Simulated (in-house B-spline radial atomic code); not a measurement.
Inner levels of silver as electrons are removed. A shift is the extra binding of the orbital against the neutral atom ([Kr] 4d10 5s1). The density at the nucleus is averaged over the nuclear charge. Computed with an all-electron radial atomic-structure program (B-spline basis): Dirac-Hartree-Fock, average of the configuration, finite nuclei.

```tsv
ion	configuration	shift of 2p3/2 (eV)	shift of 2p1/2 (eV)	shift of 2s1/2 (eV)	radius of 2p3/2 (bohr)	radius of 2p1/2 (bohr)	radius of 2s1/2 (bohr)	Σ<r²> (bohr²)	change of density at nucleus (bohr⁻³)
Ag22+	[Ar] 3d7	760.8	761.79	758.12	0.11871	0.11375	0.13385	2.1185	-163.77
Ag23+	[Ar] 3d6	844.68	845.86	841.67	0.11858	0.11364	0.13374	1.9538	-88.301
Ag24+	[Ar] 3d5	930.75	932.14	927.36	0.11844	0.11352	0.13362	1.798	-9.675
Ag25+	[Ar] 3d4	?	?	?	?	?	?	?	?
Ag26+	[Ar] 3d3	1109.38	1111.26	1105.07	0.11814	0.11325	0.13335	1.5109	157.08
Ag27+	[Ar] 3d2	1201.92	1204.07	1197.05	0.11798	0.11311	0.1332	1.3784	245.22
Ag28+	[Ar] 3d1	1296.57	1299.02	1291.1	0.1178	0.11296	0.13305	1.2526	336.55
Ag29+	[Ne] 3s2 3p6	1393.33	1396.11	1387.18	0.11762	0.1128	0.13288	1.133	431.07
Ag30+	[Ne] 3s2 3p5	1484.81	1488.13	1477.56	0.11761	0.11278	0.1327	0.99619	528.8
Ag31+	[Ne] 3s2 3p4	1577.7	1581.58	1569.28	0.11743	0.11262	0.13252	0.86378	628.74
Ag32+	[Ne] 3s2 3p3	1671.97	1676.45	1662.33	0.11725	0.11246	0.13232	0.73563	730.88
Ag33+	[Ne] 3s2 3p2	?	?	?	?	?	?	?	?
Ag34+	[Ne] 3s2 3p1	1864.69	1870.4	1852.41	0.11687	0.11212	0.13192	0.49139	941.77
Ag35+	[Ne] 3s2	?	?	?	?	?	?	?	?
Ag36+	[Ne] 3s1	2059.26	2066.21	2041.29	0.1165	0.11178	0.13171	0.25563	-697.3
Ag37+	[He] 2s2 2p6	2156.53	2164.08	2134.18	0.11633	0.11162	0.1316	0.13938	-2503.5
Ag38+	[He] 2s2 2p5	2358.34	2369.15	2309.47	0.11518	0.11055	0.1307	0.12116	-2215.54
Ag39+	[He] 2s2 2p4	2563.08	2577.25	2487.03	0.11405	0.1095	0.12982	0.10366	-1922.62
Ag40+	[He] 2s2 2p3	2770.77	2788.36	2666.86	0.11295	0.10846	0.12894	0.086825	-1624.77
```

Fill in the row of Ag25+.

shift of 2p3/2 (eV): 1018.99; shift of 2p1/2 (eV): 1020.61; shift of 2s1/2 (eV): 1015.16; radius of 2p3/2 (bohr): 0.1183; radius of 2p1/2 (bohr): 0.11339; radius of 2s1/2 (bohr): 0.13349; Σ<r²> (bohr²): 1.6506; change of density at nucleus (bohr⁻³): 72.116.

Fill in the row of Ag33+.

shift of 2p3/2 (eV): 1767.64; shift of 2p1/2 (eV): 1772.72; shift of 2s1/2 (eV): 1756.71; radius of 2p3/2 (bohr): 0.11706; radius of 2p1/2 (bohr): 0.11229; radius of 2s1/2 (bohr): 0.13213; Σ<r²> (bohr²): 0.61155; change of density at nucleus (bohr⁻³): 835.23.

Fill in the row of Ag35+.

shift of 2p3/2 (eV): 1963.12; shift of 2p1/2 (eV): 1969.49; shift of 2s1/2 (eV): 1949.43; radius of 2p3/2 (bohr): 0.11668; radius of 2p1/2 (bohr): 0.11194; radius of 2s1/2 (bohr): 0.13171; Σ<r²> (bohr²): 0.375; change of density at nucleus (bohr⁻³): 1050.51.
